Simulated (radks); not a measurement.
Results of a calculation; reference values are marked as such.
Ionisation of neutral caesium, [Xe] 6s1, to [Xe] as the strength of local exchange is varied. Code: a radial shooting solver on a logarithmic mesh with Libxc functionals. Model: Dirac Kohn-Sham, Slater X-alpha exchange (alpha = 2/3 is LDA exchange), no correlation, spin-unpolarised, spherical densities, finite nucleus; Fermi nuclear charge, rms radius 4.8041 fm.

alpha,E(Cs) (hartree),exchange (hartree),IE (eV),-e of the level emptied (eV),<r> of it (bohr)
0.574,-7753.4492,-155.4848,3.053,1.337 (6s1/2),6.138
0.638,-7770.8038,-173.1873,3.246,1.508 (6s1/2),5.947
0.65,-7774.0619,-176.5146,3.283,1.541 (6s1/2),5.913
0.667,-7778.6797,-181.2328,3.335,1.588 (6s1/2),5.866
0.858,-7830.7404,-234.5980,3.954,2.160 (6s1/2),5.393
0.915,-7846.3401,-250.6500,4.148,2.344 (6s1/2),5.270
1.017,-7874.3280,-279.5192,4.508,2.690 (6s1/2),5.066

NIST Atomic Spectra Database: 3.894 eV (measured). The Delta-SCF value meets it near alpha = 0.84. Spin polarisation and multiplet splitting are left out, so open shells lie too high by an amount that depends on their filling.

Beside tabulated values, note that spin-unpolarised runs miss the spin-polarisation part of the exchange energy of open shells.
